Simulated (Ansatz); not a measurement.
Ansatz (a program for electronic structure) input for Te(I)(Me) (CH₃ITe), SMILES C[Te]I, B3LYP-D3(BJ)/def2-SVP. 

Ansatz 0.2 input:
```yaml
crystal:
  periodic: [false, false, false]
  atoms:
    - {symbol: Te, position_ang: [0.38014047, -1.18232812, -0.00000000]}
    - {symbol: I, position_ang: [-0.06384445, 1.45717942, 0.00000000]}
    - {symbol: C, position_ang: [-1.70570800, -1.71357277, 0.00000000]}
    - {symbol: H, position_ang: [-1.74589753, -2.79479158, 0.00000000]}
    - {symbol: H, position_ang: [-2.20170162, -1.33660947, -0.88583919]}
    - {symbol: H, position_ang: [-2.20170162, -1.33660947, 0.88583918]}
basis:
  gaussian:
    orbitals: def2-SVP
hamiltonian:
  xc: b3lyp
  dispersion: d3bj
relax: {f_tol: 0.002, max_steps: 200}
```

Log of the run:

```
WARN ansatz: RAYON_NUM_THREADS=1 ignored (pool sized by the plan → 1); use --threads N
Functional definition: B3LYP
integrals: 0.04 GiB planned
1080 factors; integrals over basis functions are off by at most 4.2e-4 eV
mean field: 0.34 GiB planned
mean field evaluation 1: about -16479.7062 eV, gradient 4.4e1 eV
mean field evaluation 2: about -16473.5888 eV, gradient 6.0e1 eV
mean field evaluation 4: about -16484.6179 eV, gradient 1.8e0 eV
mean field evaluation 8: about -16484.6614 eV, gradient 1.3e-1 eV
mean field evaluation 16: about -16484.6615 eV, gradient 2.0e-5 eV
mean field -16484.66149980 eV, -605.8001364127 hartree, gradient 2.0e-5 eV, S^2 0.000000; 0 other end points of the search recorded, 0 dependent functions left out
the calculation of the forces begins
reference -16484.66172118 eV, -605.8001445484 hartree; 29, 29 occupied and 52, 52 virtual orbitals, 1080 factors
relax step   1: F+E_penalty+E_count = -16484.97294836 eV  Δ(F+E_penalty+E_count) = +0.000e0 eV  max|allowed force component| = 7.905e-1 eV/Å  Δτ_max = 0.0000 Å  (30 SCF iters, accepted)
these checks for a lower state are left out or cut short: starts, cluster_reference, orbital_swaps, neighbouring_geometries, increment
integrals: 0.04 GiB planned
1080 factors; integrals over basis functions are off by at most 4.5e-4 eV
mean field: 0.34 GiB planned
mean field -16484.70162133 eV, -605.8016108517 hartree, gradient 2.4e-5 eV, S^2 0.000000; 0 other end points of the search recorded, 0 dependent functions left out
the calculation of the forces begins
reference -16484.70184651 eV, -605.8016191268 hartree; 29, 29 occupied and 52, 52 virtual orbitals, 1080 factors
relax step   2: F+E_penalty+E_count = -16485.00446089 eV  Δ(F+E_penalty+E_count) = -3.151e-2 eV  max|allowed force component| = 3.818e-1 eV/Å  Δτ_max = 0.1301 Å  (30 SCF iters, accepted)
these checks for a lower state are left out or cut short: starts, cluster_reference, orbital_swaps, neighbouring_geometries, increment
integrals: 0.04 GiB planned
1080 factors; integrals over basis functions are off by at most 4.6e-4 eV
mean field: 0.34 GiB planned
mean field evaluation 32: about -16484.7117 eV, gradient 2.0e-5 eV
mean field -16484.71171645 eV, -605.8019818405 hartree, gradient 2.0e-5 eV, S^2 0.000000; 0 other end points of the search recorded, 0 dependent functions left out
the calculation of the forces begins
reference -16484.71194015 eV, -605.8019900614 hartree; 29, 29 occupied and 52, 52 virtual orbitals, 1080 factors
relax step   3: F+E_penalty+E_count = -16485.01766380 eV  Δ(F+E_penalty+E_count) = -1.320e-2 eV  max|allowed force component| = 1.900e-1 eV/Å  Δτ_max = 0.0573 Å  (32 SCF iters, accepted)
these checks for a lower state are left out or cut short: starts, cluster_reference, orbital_swaps, neighbouring_geometries, increment
integrals: 0.04 GiB planned
1080 factors; integrals over basis functions are off by at most 4.6e-4 eV
mean field: 0.34 GiB planned
mean field -16484.71456587 eV, -605.8020865550 hartree, gradient 2.1e-5 eV, S^2 0.000000; 0 other end points of the search recorded, 0 dependent functions left out
the calculation of the forces begins
reference -16484.71478946 eV, -605.8020947715 hartree; 29, 29 occupied and 52, 52 virtual orbitals, 1080 factors
relax step   4: F+E_penalty+E_count = -16485.02054717 eV  Δ(F+E_penalty+E_count) = -2.883e-3 eV  max|allowed force component| = 4.035e-2 eV/Å  Δτ_max = 0.0182 Å  (32 SCF iters, accepted)
these checks for a lower state are left out or cut short: starts, cluster_reference, orbital_swaps, neighbouring_geometries, increment
integrals: 0.04 GiB planned
1080 factors; integrals over basis functions are off by at most 4.6e-4 eV
mean field: 0.34 GiB planned
mean field -16484.71438189 eV, -605.8020797938 hartree, gradient 1.7e-5 eV, S^2 0.000000; 0 other end points of the search recorded, 0 dependent functions left out
the calculation of the forces begins
reference -16484.71460544 eV, -605.8020880089 hartree; 29, 29 occupied and 52, 52 virtual orbitals, 1080 factors
relax step   5: F+E_penalty+E_count = -16485.02077006 eV  Δ(F+E_penalty+E_count) = -2.229e-4 eV  max|allowed force component| = 2.145e-2 eV/Å  Δτ_max = 0.0082 Å  (26 SCF iters, accepted)
these checks for a lower state are left out or cut short: starts, cluster_reference, orbital_swaps, neighbouring_geometries, increment
integrals: 0.04 GiB planned
1080 factors; integrals over basis functions are off by at most 4.6e-4 eV
mean field: 0.34 GiB planned
mean field -16484.71418808 eV, -605.8020726713 hartree, gradient 2.5e-5 eV, S^2 0.000000; 0 other end points of the search recorded, 0 dependent functions left out
the calculation of the forces begins
reference -16484.71441161 eV, -605.8020808857 hartree; 29, 29 occupied and 52, 52 virtual orbitals, 1080 factors
relax step   6: F+E_penalty+E_count = -16485.02082321 eV  Δ(F+E_penalty+E_count) = -5.314e-5 eV  max|allowed force component| = 5.022e-3 eV/Å  Δτ_max = 0.0053 Å  (25 SCF iters, accepted)
these checks for a lower state are left out or cut short: starts, cluster_reference, orbital_swaps, neighbouring_geometries, increment
integrals: 0.04 GiB planned
1080 factors; integrals over basis functions are off by at most 4.6e-4 eV
mean field: 0.34 GiB planned
mean field -16484.71414676 eV, -605.8020711530 hartree, gradient 4.0e-5 eV, S^2 0.000000; 0 other end points of the search recorded, 0 dependent functions left out
the calculation of the forces begins
reference -16484.71437028 eV, -605.8020793672 hartree; 29, 29 occupied and 52, 52 virtual orbitals, 1080 factors
relax step   7: F+E_penalty+E_count = -16485.02082532 eV  Δ(F+E_penalty+E_count) = -2.109e-6 eV  max|allowed force component| = 1.444e-3 eV/Å  Δτ_max = 0.0010 Å  (21 SCF iters, accepted)
integrals: 0.04 GiB planned
1080 factors; integrals over basis functions are off by at most 4.6e-4 eV
mean field: 0.34 GiB planned
mean field evaluation 64: about -16473.6562 eV, gradient 5.9e1 eV
mean field -16484.71414676 eV, -605.8020711530 hartree, gradient 4.0e-5 eV, S^2 0.000000; 1 other end points of the search recorded, 0 dependent functions left out
the calculation of the forces begins
reference -16484.71437028 eV, -605.8020793672 hartree; 29, 29 occupied and 52, 52 virtual orbitals, 1080 factors
Total energy: -16485.02104884 eV, -605.8133495962 hartree
Atom 0 at     0.383901    -1.194141     0.000002 Å, force     0.000385     0.000195     0.000003 eV/Å
Atom 1 at    -0.042498     1.522440    -0.000003 Å, force    -0.000052    -0.000193     0.000000 eV/Å
Atom 2 at    -1.723677    -1.731097     0.000001 Å, force    -0.000018    -0.001444    -0.000003 eV/Å
Atom 3 at    -1.757713    -2.830743    -0.000002 Å, force     0.000073     0.000915    -0.000001 eV/Å
Atom 4 at    -2.199361    -1.336592    -0.905399 Å, force    -0.000197     0.000262    -0.000398 eV/Å
Atom 5 at    -2.199364    -1.336598     0.905401 Å, force    -0.000191     0.000266     0.000399 eV/Å
Dipole moment:    -0.193995    -0.377029     0.000000 e Å
```

Self-consistency was reached.

Cost: very roughly 19 core-seconds.
